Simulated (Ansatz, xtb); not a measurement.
# Relaxing a trial structure of ClGeH4Si+

The starting geometry of this gas-phase singlet has its atoms placed at random.

```yaml
atoms:
  - { symbol: Cl, position_ang: [0.6262, 0.6587, -1.4795] }
  - { symbol: Ge, position_ang: [1.2048, -1.6049, -0.8698] }
  - { symbol: Si, position_ang: [1.0084, 1.7093, 0.7297] }
  - { symbol: H, position_ang: [0.9211, -0.2590, -0.8194] }
  - { symbol: H, position_ang: [2.0638, 0.4786, 0.6080] }
  - { symbol: H, position_ang: [0.1040, -2.2283, 0.4248] }
  - { symbol: H, position_ang: [-0.2948, -1.7354, -0.5380] }
```

Task: One run relaxed it with r2SCAN-D4/def2-SVP. What is a likely outcome?

Result: It ends as a structure with Cl1 bridging Ge2 and Si3, given below by its coordinates. Distances that change by over a tenth: Ge2–H4 (1.38 → 1.52 Å), Ge2–H6 (1.81 → 1.52 Å). Contacts that open: Cl1–H4 (1.17 → 3.02 Å). Contacts that close: Cl1–Si3 (2.48 → 2.27 Å).

The energy falls by 8.68 eV over 31 steps:

```
step  E − E(last) (eV)
   1             8.677
   4             4.227
   8             2.674
  11             1.524
  14             0.804
  18             0.024
  21             0.005
  24             0.002
  28             0.000
  31             0.000
```

Final geometry (Å):

```xyz
7

Cl   -0.1844    0.7180   -0.5493
Ge    0.5784   -1.5121   -0.7223
Si    1.1511    2.1087    0.6490
H     1.9195   -1.2767   -1.3994
H     2.1110    0.9446    0.8985
H     0.6099   -1.8917    0.7502
H    -0.5519   -2.0718   -1.5709
```

From the same start GFN2-xTB ends elsewhere, in pieces: ClHSi + GeH2 + H.

From so rough a start the end depends on the optimiser's path, so another program may land elsewhere. No frequencies were run, so the end isn't proven a minimum. Run with Ansatz 0.2.0, 56 s on 1 thread of Intel(R) Xeon(R) 6975P-C (Granite Rapids), on a shared host.
